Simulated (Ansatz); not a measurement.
Cl2FH2Si2 (`F[SiH](Cl)[SiH]Cl`) radical. The species carries charge 0 and has multiplicity 2.

```xyz
7

F     1.235   -1.271   -1.270
Si    0.899   -0.297   -0.055
Cl    2.157    1.312   -0.136
Si   -1.262    0.538   -0.333
Cl   -2.652   -0.930    0.051
H     1.176   -1.049    1.190
H    -1.552    1.697    0.554
```

(1) What are the harmonic wavenumbers in cm⁻¹ at PBE0-D4/def2-TZVP (Ansatz, finite differences of forces, unscaled)? (Best estimate.)

(2) Is this a minimum?

(3) Give the ideal-gas thermochemistry at 298.15 K and 1 bar (rigid rotor, harmonic oscillator; point group C1, symmetry number 1).

(4) And at 400, 500, 600, 800 and 1000 K?

(5) Rotational constants (cm⁻¹)?

## Answers

(1) Computed: 35, 71, 145, 194, 256, 426, 485, 549, 567, 724, 768, 810, 903, 2206, 2244.

(2) Yes, all 15 modes are real.

(3) Zero-point energy 62.1 kJ/mol; H(298) − E = 84.0 kJ/mol; entropy 381.6 J/(mol·K), of which translation 171.2, rotation 122.0, vibration 82.7, electronic 5.8; G(298) − E = -29.8 kJ/mol. Modes under 100 cm⁻¹ are hindered rotations or soft bends, so the harmonic entropy is rough.

(4) 
| T (K) | H − E (kJ/mol) | S (J/mol/K) | G − E (kJ/mol) |
| --- | --- | --- | --- |
| 400 | 95.3 | 414.1 | -70.3 |
| 500 | 107.4 | 441.1 | -113.1 |
| 600 | 120.2 | 464.4 | -158.4 |
| 800 | 147.2 | 503.2 | -255.3 |
| 1000 | 175.5 | 534.7 | -359.2 |

(5) 0.1361, 0.02946, 0.02548.
